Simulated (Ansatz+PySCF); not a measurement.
Results of a calculation; reference values are marked as such.
Input for PySCF 2.14.0:

```python
from pyscf import gto, dft

mol = gto.M(atom="""
Fe 0.000000 0.000000 0.000000
F 0.000000 0.000000 1.755000
F 0.000000 0.000000 -1.755000
""", basis='def2-svp', charge=0, spin=4)
mf = dft.UKS(mol, xc='pbe0')
mf.init_guess = 'huckel'
mf.kernel()
while True:  # follow internal instabilities
    mo, _, stable, _ = mf.stability(return_status=True)
    if stable: break
    mf.kernel(mf.make_rdm1(mo, mf.mo_occ))
print(mf.converged, mf.e_tot, mf.spin_square()[0])
```

The script is written out from the run's settings.

The run gave:

| Property | Result |
| --- | --- |
| Converged | yes |
| Total energy | -1462.73237 hartree |
| Spin squared of the determinant | 6.008 |
